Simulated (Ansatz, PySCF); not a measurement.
This Ansatz (a quantum-chemistry and plane-wave program) input computes a SVWN5/def2-TZVPD energy:

Ansatz 0.2 input:
```yaml
crystal:
  periodic: [false, false, false]
  atoms:
    - {symbol: Be, position_ang: [-0.00000000, -0.00000000, -1.40761641]}
    - {symbol: O, position_ang: [0.00000000, 0.00000000, 0.00000000]}
    - {symbol: Be, position_ang: [0.00000000, 0.00000000, 1.40761641]}
basis:
  gaussian:
    orbitals: def2-TZVPD
hamiltonian:
  xc: {name: SVWN5}
magnetization: {spin_polarized: true, initial_magnetization: 2}
output: {forces: true}
```

Problem. Write an input for the same energy in PySCF and say what it gives.

Solution. 
```python
from pyscf import gto, scf, dft

mol = gto.M(
    atom='''
    Be   -0.00000000   -0.00000000   -1.40761641
    O     0.00000000    0.00000000    0.00000000
    Be    0.00000000    0.00000000    1.40761641
    ''',
    basis='def2-tzvpd',
    charge=0,
    spin=2,
    symmetry='D2h',
    verbose=4,
)

mf = dft.UKS(mol, xc='svwn').density_fit(auxbasis='def2-universal-jkfit')
mf.grids.level = 3
mf.conv_tol = 1e-9
mf.max_cycle = 100
mf.max_memory = 1500
mf.kernel()
if not mf.converged:
    mf = mf.newton()
    mf.kernel(mf.make_rdm1())
mf.analyze()
```
It gives -103.81315 Eh, and Ansatz -103.81312 Eh, a difference of 0.03 mEh, from the treatment of integrals and grids.

This is an excited triplet: at this geometry the singlet lies 0.19 eV lower at CCSD(T)/CBS(def2-TZVPPD,def2-QZVPPD).
